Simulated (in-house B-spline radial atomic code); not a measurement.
A calculation on Cr⁵⁺: its settings, and results tabulated from the run. Computed with a B-spline radial code for spherical atoms: scalar-relativistic (X2C) TPSSh, spin-polarised, spherical fractional occupations, exact exchange averaged over the configuration, Fermi nucleus of rms radius 3.6452 fm.

Command:
```bash
python run_scf.py task.json out
```
Settings (nuclear radius in fm, mass in u):
```
Z                24
configuration    [Ar] 3d1
hamiltonian      x2c
method           tpssh
spin_polarised   True
nucleus          fermi
rms_radius       3.6452
atomic_mass      51.9405
speed_of_light   137.035999084
exact_exchange   averaged over the configuration
```

Output (hartree, bohr):
```
 radial grid: 66 intervals, B-splines of order 8, outer radius 12.1053 bohr

 iter        energy (Eh)    residual
    1       -1044.407508    3.73e-02
    2       -1044.409497    9.24e-04
    3       -1044.409499    4.53e-04
    4       -1044.409499    2.26e-04
    5       -1044.409499    1.05e-05
    6       -1044.409499    2.76e-06
    7       -1044.409499    1.98e-07

 total energy                     -1044.40950
 kinetic                            1056.7491
 electron-nucleus                  -2433.7193
 Hartree                             379.0555
 exact exchange                       -4.5167
 exchange-correlation                -41.9782

 orbital      occ     eigenvalue          <r>       <r^2>       <1/r>     <1/r^3>       r_max
 1s up      1.000      -220.1669    0.0632283  0.00538913     24.1687           -     0.04128
 1s down    1.000      -220.1670    0.0632281  0.00538911     24.1687           -     0.04128
 2s up      1.000       -28.0850     0.292326    0.101006     5.10092           -      0.2431
 2s down    1.000       -28.0621      0.29214    0.100867     5.10423           -       0.243
 2p up      3.000       -24.0648     0.259719    0.083003     4.95369     363.822      0.1976
 2p down    3.000       -24.0457     0.259501   0.0828468     4.95678     364.302      0.1975
 3s up      1.000        -5.8248     0.859943    0.846302     1.64566           -      0.7604
 3s down    1.000        -5.7676     0.861194    0.848921     1.64254           -      0.7605
 3p up      3.000        -4.6900     0.893865    0.928255      1.5285     49.7833      0.7724
 3p down    3.000        -4.6304     0.896114    0.933267     1.52421     49.4503      0.7728
 3d up      1.000        -2.9690     0.951694     1.09141     1.30459     5.03189      0.7356
```

Cost of the run: 0.63 s on 1 thread of Arm Neoverse N1, on a shared host.
